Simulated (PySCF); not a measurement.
**Static response to an electric field**

Species: C4H7FO2Si.
Structure used (GFN2-xTB), in Å, numbered top down from 1:
```
atom  x, y, z in Å
C1     2.4245    0.0742   -0.8096
O2     1.0837    0.1683   -1.2256
C3     0.1317    0.0560   -0.2614
C4     0.2955   -0.1177    1.0473
O5    -0.8576   -0.2114    1.8143
Si6   -2.2162   -0.0564    0.9248
F7    -3.0713   -1.4160    1.0271
C8    -1.2983    0.1341   -0.7285
H9     3.0270    0.1798   -1.7103
H10    2.6268   -0.8943   -0.3416
H11    2.6757    0.8713   -0.1025
H12    1.2010   -0.2077    1.6179
H13   -3.0616    1.0040    1.4183
H14   -1.4685    1.0796   -1.2397
H15   -1.4968   -0.6558   -1.4525
```

Level: CAM-B3LYP/def2-SVPD (PySCF), static field, nuclei fixed, core orbitals frozen in the response. The polarisability tensor in these axes (au):

```
x   87.00  0.09 -7.32
y    0.09 58.94 -1.96
z   -7.32 -1.96 77.30
```

Give the principal values, the mean and the anisotropy Δα = √{½[(α1 − α2)² + (α2 − α3)² + (α1 − α3)²]}.

Principal values 58.72, 73.56 and 90.96 au; mean 74.41 au = 11.03 Å³ = 12.27 × 10⁻⁴⁰ C²·m²/J; Δα = 27.95 au (38 % of the mean).

What is the dipole moment, and where does it point?

(1.68, 1.39, -0.98) D, 2.39 D in size, pointing from the negative to the positive side. Measured along this direction, the outermost atoms are F7 at the negative end and H9 at the positive end.

Along which axes do the principal values lie, and how far do the nuclei extend along each?

Largest value along (0.88, 0.03, -0.48), where the nuclei span 6.81 Å; middle along (0.48, -0.11, 0.87), 3.91 Å; least along (0.03, 0.99, 0.12), 2.45 Å. The response follows the extents in order.

Refractivity n − 1 of an ideal gas of it at 350 K and 1 atm, from the electronic α?

N = p/kT = 2.0968 × 10¹⁹ cm⁻³, so n − 1 = 2π × N × 11.03 × 10⁻²⁴ cm³ = 1453 × 10⁻⁶ at long wavelengths, for an ideal gas.

Form Σ f/ω² (atomic units) for the 8 lowest TDDFT singlets, given as eV and f, and set it beside the mean polarisability, which is this sum over all singlets: 5.86, 0.0127; 6.10, 0.0748; 6.21, 0.0129; 6.61, 0.0222; 6.74, 0.0626; 6.90, 0.0003; 7.54, 0.0128; 7.63, 0.0246.

They add up to 3.89 au, 5.2 % of the 74.41 au; the largest single term is 1.49 au, from the state at 6.10 eV. Terms in order: 0.27, 1.49, 0.25, 0.38, 1.02, 0.00, 0.17, 0.31 au. Higher excitations give the rest. The strengths listed sum to 0.223.

Find the Langevin capture rate constant for NH4+ (18.034 u) meeting this molecule (134.020 u), k = 2.342 × 10⁻⁹ cm³/s × √(α in Å³ / reduced mass in u).

The reduced mass is 15.90 u, so k = 1.95 × 10⁻⁹ cm³/s. The formula leaves out the permanent dipole, which adds to the capture rate.

Molar refractivity from α?

Lorentz–Lorenz: R = (4π/3)N_A α = 2.5225 cm³/(mol·Å³) × 11.03 Å³ = 27.8 cm³/mol, in the limit of long wavelengths.

Geometry: GFN2-xTB, one conformer, isolated molecule.

These values come from a run that also computed excited states. The run took 79 s (with the writing of density and orbital grids) on one thread, AMD EPYC 7R43 (x86_64), no GPU, shared host with 256 logical CPUs at a one-minute load of 190, and the process peaked at 1.1 GiB of memory.
